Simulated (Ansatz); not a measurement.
Computed with Ansatz on PBE0-D4/def2-TZVP structures; ΔE is electronic, products minus reactants. CCSD(T)/CBS is the MP2 limit (def2-TZVPP, def2-QZVPP) plus CCSD(T) − MP2 in def2-TZVPP, frozen cores. DFT in def2-TZVPP. B3LYP here is the variant with VWN-RPA as its local correlation; programs differ in this. For Se outer-core shells are correlated without core-valence functions, which leaves a few kJ/mol of doubt a bond. Scalar relativity is left out up to krypton. Each species was taken in one conformer, which may not be the lowest.

Consider the formal exchange of groups at the Se–C bond: `N=C=C(F)[SeH]` + `[AlH2][NH][SiH3]` → `[SiH3][NH][AlH][SeH]` + `N=C=CF`.

```tsv
level	ΔE (kcal/mol)	difference from CCSD(T)/CBS
PBE-D4	-35.7	4.0
r2SCAN-D4	-38.0	1.7
PBE0-D4	-38.2	1.5
B3LYP-D4	-37.3	2.4
ωB97X-V	-37.7	2.0
ωB97M-V	-38.3	1.4
B2PLYP	-37.7	2.0
PBE	-35.6	4.1
r2SCAN	-37.9	1.8
PBE0	-38.1	1.6
B3LYP	-37.1	2.6
HF/def2-TZVPP	-41.6	-1.9
MP2/def2-TZVPP	-38.3	1.4
SCS-MP2/def2-TZVPP	-37.8	1.9
CCSD/def2-TZVPP	-39.2	0.5
CCSD(T)/def2-TZVPP	-38.5	1.2
HF/def2-QZVPP	-41.4	-1.7
MP2/def2-QZVPP	-39.0	0.7
SCS-MP2/def2-QZVPP	-38.4	1.3
HF/CBS(def2)	-41.4	-1.7
MP2/CBS(def2)	-39.6	0.1
CCSD/CBS(def2)	-40.5	-0.8
CCSD(T)/CBS	-39.7	0
```

Largest T1 diagnostic among the species: 0.014.

In def2-TZVPP, CCSD(T) changes the Hartree–Fock value by +3.2 kcal/mol (the triples alone add +0.8 kcal/mol) and MP2 by +3.3 kcal/mol. From PBE to PBE0 (25 % exact exchange), in def2-TZVPP and without D4, ΔE moves by −2.5 kcal/mol.
